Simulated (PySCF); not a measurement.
Species: C₆H₉BS.
Numbering: `[CH3:1][B:2]([CH3:3])[c:4]1[cH:5][cH:6][cH:7][s:8]1`

NICS = −σ at a ghost point: NICS(0) at the centroid of the ring atoms, NICS(1) 1 Å to either side along the normal of their mean plane, zz for the tensor component along that normal. Level: GIAO B3LYP/pcSseg-1 (PySCF, non-relativistic, gas phase) on the PBE0-D3(BJ)/def2-SVP geometry, one conformer.

Ring bond lengths (Å): C4–C5 1.388, C5–C6 1.414, C6–C7 1.378, C7–S8 1.704, S8–C4 1.736.

Question: Give the NICS values of each ring in ppm.

Answer: 
| ring | type | NICS(0) | NICS(1), two faces | NICS(1)zz, two faces | rms pucker (Å) | centre to ring atoms, mean (Å) |
| --- | --- | --- | --- | --- | --- | --- |
| C4–C5–C6–C7–S8 | 5-membered ring with S; formal bonds all aromatic | -11.6 | -11.4 / -11.4 | -27.4 / -27.4 | 0.00 | 1.29 |

Question: What do they say, and how far can they be read as aromaticity?

Answer: 
- C4–C5–C6–C7–S8: mean NICS(1)zz -27.4 ppm, shielded, aromatic by this magnetic criterion (flat ring, no four-coordinate atom).

Question: How equal are the bonds by HOMA? HOMA = 1 − mean of α(R − Ropt)² over the ring bonds, with Krygowski's 1993 parameters (CC: Ropt 1.388 Å, α 257.7 Å⁻²; CS: Ropt 1.677 Å, α 94.09 Å⁻²).

Answer: 
- C4–C5–C6–C7–S8: HOMA 0.88; the largest term is that of S8–C4, α(R − Ropt)² = 0.33. The geometric and the magnetic index point the same way.

Question: How shielded are the nuclei of the rings and their hydrogens (means over atoms taken as equivalent)?

Answer: 
```tsv
atoms	environment	σ isotropic (ppm)
C4	substituted aromatic carbon	21.8
C5	aromatic CH carbon	35.8
C6	aromatic CH carbon	45.1
C7	aromatic CH next to a ring sulfur	33.2
S8	thiophene-type sulfur	215.7
H on C5	aromatic hydrogen	23.63
H on C6	aromatic hydrogen	24.16
H on C7	aromatic hydrogen	23.83
```

Question: How do the values depend on the level or the medium?

Answer: 
```tsv
level	NICS(0), C4–C5–C6–C7–S8	mean NICS(1)zz, C4–C5–C6–C7–S8
B3LYP/pcSseg-1, gas	-11.6	-27.4
PBE0/pcSseg-1, gas	-11.8	-28.0
```

The geometry is the same throughout.

Conformer computed: `[CH3:1][B:2]([CH3:3])[c:4]1[cH:5][cH:6][cH:7][s:8]1`: C1–B2–C4–C5 179°.
